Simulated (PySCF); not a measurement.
## Spinor energies of Cu (copper, neutral)

Start: [Ar] 3d10 4s1; 4s1/2 filled at m_j = +1/2. Calculated with PySCF 2.14 in x2c-TZVPall-2c with one added diffuse shell each of s, p, d type (7s8p5d1f, 63 functions): generalised Hartree-Fock with the X2C-1e Hamiltonian and a Gaussian nucleus; one run each with spin-orbit coupling (SO) switched off, then screened by Boettger's factors.

| spinor shell | electrons | ε, spin-free (eV) | ε, screened SO (eV) | weight of nominal j (screened SO) | rms radius, screened SO (bohr) |
| --- | --- | --- | --- | --- | --- |
| 1s1/2 | 2 | -9047.5 | -9047.4 | 1.000 | 0.0601 |
| 2s1/2 | 2 | -1133.6 | -1133.6 | 1.000 | 0.254 |
| 2p1/2 | 2 | -974.16 | -988.27 | 1.000 | 0.226 |
| 2p3/2 | 4 | -974.16 | -967.31 | 1.000 | 0.229 |
| 3s1/2 | 2 | -140.33 | -140.33 | 1.000 | 0.766 |
| 3p1/2 | 2 | -91.534 | -93.443 | 0.999 | 0.812 |
| 3p3/2 | 4 | -91.534 | -90.612 | 1.000 | 0.823 |
| 3d3/2 | 4 | -13.074 | -13.305 | 0.978 | 1.15 |
| 3d5/2 | 6 | -13.074 | -12.922 | 0.985 | 1.18 |
| 4s1/2 | 1 | -6.708 | -6.709 | 1.000 | 3.53 |

```csv
quantity,spin-free,screened SO
E (hartree),-1653.11086,-1653.15173
M_J,1/2,1/2
⟨J²⟩,0.752,0.752
⟨L²⟩,0.000,0.002
⟨S²⟩,0.752,0.754
```

Without spin-orbit coupling the j labels of p, d and f shells carry no meaning; the spin-free column gives the mean over the occupied spinors of each nl shell.
